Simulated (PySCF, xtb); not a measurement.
C₅H₇F, SMILES CC1=CC[C@@H]1F.

GFN2-xTB (xtb) at its own geometry gives an orbital gap of 4.95 eV and a dipole moment of 2.17 D.

Geometry optimised at PBE-D3(BJ)/def2-SVP. The structure was generated by enumeration; whether it is a known compound was not checked.

### Question
What does PySCF with r2SCAN/def2-TZVP give? (Estimate from the structure and the level; the computed values follow.)

### Answer
gap 5.52 eV (levels -6.30 and -0.78 eV), dipole 1.78 D.
